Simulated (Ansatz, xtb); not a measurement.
## GaH2NOSi: where a starting geometry ends

The starting geometry of this gas-phase triplet was built from a drawn formula by distance geometry; its bonds are those of `[Si]=N[O][GaH2]`.

```yaml
atoms:
  - { symbol: Ga, position_ang: [-1.0549, -0.4841, 0.7427] }
  - { symbol: N, position_ang: [-3.5072, 0.1224, -0.7194] }
  - { symbol: O, position_ang: [-2.2575, -0.4617, -1.0034] }
  - { symbol: Si, position_ang: [-4.0306, 1.4897, -1.3887] }
  - { symbol: H, position_ang: [0.3968, -0.1012, 0.3840] }
  - { symbol: H, position_ang: [-1.6428, -1.5585, 1.6277] }
```

Q: Predict what becomes of its bonds when it is optimised with r2SCAN-D4/def2-SVP.

A: A new bond forms, giving a structure given below by its coordinates. Distances that change by over a tenth: N2–O3 (1.41 → 1.25 Å), N2–Si4 (1.61 → 1.77 Å). Contacts that close: Ga1–Si4 (4.16 → 2.54 Å).

The energy falls by 1.52 eV over 14 steps:

```json
{"step": "1", "E − E(last) (eV)": "1.520"}
{"step": "2", "E − E(last) (eV)": "0.981"}
{"step": "4", "E − E(last) (eV)": "0.661"}
{"step": "5", "E − E(last) (eV)": "0.564"}
{"step": "7", "E − E(last) (eV)": "0.231"}
{"step": "8", "E − E(last) (eV)": "0.103"}
{"step": "10", "E − E(last) (eV)": "0.026"}
{"step": "11", "E − E(last) (eV)": "0.004"}
{"step": "13", "E − E(last) (eV)": "0.000"}
{"step": "14", "E − E(last) (eV)": "0.000"}
```

Final geometry (Å):

```xyz
6

Ga   -1.4425   -0.1549    0.5995
N    -3.1999   -0.2008   -1.1804
O    -2.2386   -0.9943   -1.2843
Si   -3.2441    1.3615   -0.3452
H     0.0397    0.1789    0.2348
H    -2.0108   -1.1837    1.6186
```

From the same start GFN2-xTB reaches the same bonding as this run.

No frequencies were run, so the end isn't proven a minimum. Open shells are spin-unrestricted. The triplet needn't be the ground state. Run with Ansatz 0.2.0, 120 s on 2 threads of Arm Neoverse V2 (shared host).
